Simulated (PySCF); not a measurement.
C3H9B3O3.

```xyz
18

C     -1.8812    -2.2653    -0.1490
B     -0.8827    -1.0651    -0.0853
O      0.4706    -1.2778     0.0522
B      1.3623    -0.2311     0.1439
C      2.8936    -0.5108     0.2826
O      0.8692     1.0533     0.0942
B     -0.4779     1.3059    -0.0480
C     -1.0129     2.7710    -0.1418
O     -1.3382     0.2341    -0.1352
H     -1.4120    -3.1747    -0.5497
H     -2.7835    -2.0219    -0.7277
H     -2.2138    -2.5000     0.8777
H      3.2729    -0.9312    -0.6645
H      3.0849    -1.2746     1.0521
H      3.4713     0.3943     0.5119
H     -2.0384     2.8613     0.2435
H     -0.3548     3.4870     0.3698
H     -1.0448     3.0654    -1.2058
```
Charge 0, spin multiplicity 1.

Geometry: PBE0-D3(BJ)/def2-SVP.

Method: B3LYP/pcSseg-1 in PySCF. Non-relativistic, no solvent.

Q: Give the absolute GIAO shielding of each atom: isotropic value and principal components (ppm). (The exact figures need the calculation; the answer reports its results.)

A: 
```csv
atom,σ(iso),σ11,σ22,σ33,span
C1,179.7,171.9,176.2,191.1,19.2
B2,65.0,31.9,77.3,85.8,53.9
O3,117.9,-61.3,95.6,319.4,380.8
B4,64.9,31.7,77.1,85.7,54.0
C5,179.8,172.8,175.0,191.7,18.9
O6,115.1,-64.1,95.5,314.0,378.1
B7,64.8,31.6,77.1,85.7,54.1
C8,179.7,171.8,176.1,191.1,19.2
O9,117.0,-61.9,95.7,317.4,379.3
H10,31.0,26.6,29.4,36.9,10.3
H11,31.0,26.6,29.4,36.9,10.3
H12,30.8,27.7,28.2,36.6,8.9
H13,30.8,27.3,28.6,36.6,9.3
H14,30.9,26.8,29.1,36.7,9.9
H15,31.0,26.5,29.5,37.1,10.6
H16,30.9,26.6,29.4,36.9,10.3
H17,31.0,26.6,29.4,36.9,10.3
H18,30.8,27.7,28.2,36.6,8.9
```
